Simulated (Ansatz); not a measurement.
CrN₄F₂H₁₂⁺ (relaxed from a model of trans-CrF2(NH3)4, whose bonding it doesn't keep). Total charge 1; quartet. Geometry PBE-D4/def2-SVP, that of the neutral quintet; atoms count from 1.

Cartesian coordinates in Å:
```
Cr -0.055 -0.016 0.058
F -0.932 -1.599 -0.483
F 0.848 1.557 0.591
N -1.240 1.023 -1.353
H -2.176 0.599 -1.393
H -0.854 0.940 -2.304
H -1.296 2.055 -1.112
N 1.130 -1.056 1.463
H 2.010 -0.541 1.597
H 1.300 -2.048 1.127
H 0.683 -1.113 2.388
N 0.911 -3.551 0.152
H 1.465 -3.843 -0.664
H 0.108 -2.986 -0.214
H 0.519 -4.414 0.550
N -0.777 3.597 -0.285
H -1.313 4.030 0.478
H -0.288 4.369 -0.758
H -0.044 2.996 0.163
```

In the quartet geometry the species has come apart into loosely held pieces.

Q: Estimate the Mulliken populations from the PBE0/def2-TZVP orbitals of Ansatz.

A: 
```tsv
atom	charge (e)	spin (α − β)	d electrons
Cr1	1.04	3.25	4.14
F2	-0.48	-0.05	–
F3	-0.49	-0.05	–
N4	-0.55	-0.08	–
H5	0.31	0.00	–
H6	0.30	0.00	–
H7	0.34	0.00	–
N8	-0.55	-0.08	–
H9	0.31	0.00	–
H10	0.34	0.00	–
H11	0.30	0.00	–
N12	-0.77	0.00	–
H13	0.27	0.00	–
H14	0.29	0.00	–
H15	0.27	0.00	–
N16	-0.77	0.00	–
H17	0.27	0.00	–
H18	0.27	0.00	–
H19	0.29	0.00	–
```
Mulliken values depend strongly on the basis.

Q: Where does the spin sit?

A: Summed by element: Cr 3.25, F -0.11, N -0.17, H 0.02, of 3 unpaired in all. Largest on single atoms: Cr1 3.25, N8 -0.08, N4 -0.08.

Q: And the Mayer bond orders between heavy atoms (over 0.3)?

A: Cr1–F2 0.84 (1.89 Å); Cr1–F3 0.83 (1.89 Å); Cr1–N4 0.61 (2.11 Å); Cr1–N8 0.61 (2.11 Å).
